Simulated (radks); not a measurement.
Question: The mean radii <r> (bohr) of the occupied orbitals of an atom or ion are listed with their occupations. Method: scalar-relativistic Kohn-Sham, BLYP, spin-polarised, spherical densities, finite nucleus; Fermi nuclear charge, rms radius of each element as measured or else 0.836 A^(1/3) + 0.57 fm; computed with a radial shooting solver on a logarithmic mesh with Libxc functionals.

orbital  occ.      <r>
1s up       1  0.08103
1s down     1  0.08103
2s up       1   0.3857
2s down     1   0.3855
2p up       3   0.3476
2p down     3   0.3475
3s up       1    1.110
3s down     1    1.112
3p up       1    1.152

Name the element and its charge. Open shells, if any, are filled with parallel spins first.

Answer: Z = 19, potassium, charge +6: K6+ in [Ne] 3s2 3p1. The 1s radius gives Z: for a bare nucleus <r> = (2 gamma + 1)/(2Z) with gamma = sqrt(1 - (Z/c)^2), 0.07844 bohr for Z = 19, and screening makes it slightly larger (0.08103 here). The occupations add up to 13, and the charge is Z minus that.
